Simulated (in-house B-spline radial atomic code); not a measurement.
# RPA and G0W0 on SCAN: Kr3+

Configuration [Ar] 3d10 4s2 4p3, highest spin, mean-field start SCAN. Computed with an all-electron radial atomic-structure program (B-spline basis): all electrons, scalar-relativistic (spin-free one-electron X2C), finite nucleus, each spin shell either full or empty, empty states to l = 9 with an (l + 1/2)⁻⁴ tail; G0W0 by contour deformation at full frequency.

Command:
```bash
python run_gw.py task.json out
```
Settings (radii: box in bohr, nucleus in fm):
```
Z                        36
electrons                33
configuration            [Ar] 3d10 4s2 4p3
hamiltonian              x2c
method                   scan,scan
lmax                     9
rms_radius               4.1884
spin_polarised           True
box_radius               14.14
intervals                69
```

Cost of the run: 4.5 s on 1 thread of Arm Neoverse N1, with other jobs on the host.

Energies (hartree):

| term | value |
| --- | --- |
| mean-field total | -2787.62489 |
| Hartree-Fock functional on these orbitals | -2785.66239 |
| direct second order | -2.7764 |
| second-order exchange | 0.81286 |
| SOSEX correction | 0.75055 |

Q: What is the RPA correlation energy, and what remains with SOSEX?

A: RPA gives -2.4279 hartree (-2 eV per electron); RPA + SOSEX gives -1.6773, and the second-order doubles -1.9635 hartree (no singles). RPA lacks exchange-type terms and so overcorrelates at short range.

Quasi-particle levels (eV):

```tsv
level	occupied	mean field	Σx - vxc	Σc	QP weight	G0W0
4p up	yes	-45.44	-5.62	?	?	?
4s down	yes	-57.03	-3.72	-2.46	0.946	-63.21
3d down	yes	-122.66	-19.04	5.85	0.876	-135.85
4p down	no	-40.52	7.56	-2.76	0.946	-35.71
```

G0W0 = mean field + (Σx - vxc) + Σc, with Σc (partial-wave tail included) taken at the quasi-particle energy. Only the outer levels were computed. Levels of low weight are left out.

Q: Where does G0W0 put 4p up?

A: At -51.43 eV, with Σc = -0.37 eV and a quasi-particle weight of 0.947. The tabulated removal energy is 50.85 ± 0.11 eV (NIST, measured); the calculation leaves out spin-orbit coupling, Breit and QED terms, and what these don't explain is the method's own error.
